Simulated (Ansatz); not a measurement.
C4H3S, doublet, at a GFN2-xTB geometry; Ansatz (a quantum-chemistry and plane-wave program) with B3LYP/def2-SV(P).

Ansatz was given this input:
Ansatz 0.2 input:
```yaml
crystal:
  periodic: [false, false, false]
  atoms:
    - {symbol: C, position_ang: [0.41047637, -1.39328892, -0.18344938]}
    - {symbol: C, position_ang: [1.23247863, -0.35476814, -0.15707414]}
    - {symbol: S, position_ang: [0.28150493, 1.10974650, 0.08658406]}
    - {symbol: C, position_ang: [-1.17618315, 0.18464828, 0.13407073]}
    - {symbol: C, position_ang: [-0.96017171, -1.14882389, -0.02420000]}
    - {symbol: H, position_ang: [2.29379584, -0.27638475, -0.25285561]}
    - {symbol: H, position_ang: [-2.10966106, 0.69299398, 0.27768379]}
    - {symbol: H, position_ang: [-1.72781451, -1.89915720, -0.02625646]}
basis:
  gaussian:
    orbitals: def2-SV_P_.json
hamiltonian:
  xc: b3lyp
magnetization: {spin_polarized: true, initial_magnetization: 1}
```
The basis file holds def2-SV(P) in the JSON format of the Basis Set Exchange.

Output, abridged:

```
Functional definition: B3LYP
838 factors; integrals over basis functions are off by at most 1.7e-3 eV
mean field evaluation 1: about -15012.3016 eV, gradient 4.4e1 eV
mean field evaluation 2: about -14993.0083 eV, gradient 7.3e1 eV
mean field evaluation 4: about -15022.3777 eV, gradient 9.0e0 eV
mean field evaluation 8: about -15022.9666 eV, gradient 1.8e-1 eV
mean field evaluation 16: about -15022.9670 eV, gradient 1.5e-3 eV
mean field -15022.96698174 eV, -552.0838536462 hartree, gradient 2.4e-5 eV, S^2 0.757368; 0 other end points of the search recorded, 0 dependent functions left out
reference -15022.96718409 eV, -552.0838610826 hartree; 22, 21 occupied and 58, 59 virtual orbitals, 838 factors
Total energy: -15022.96718409 eV, -552.0838610826 hartree
```
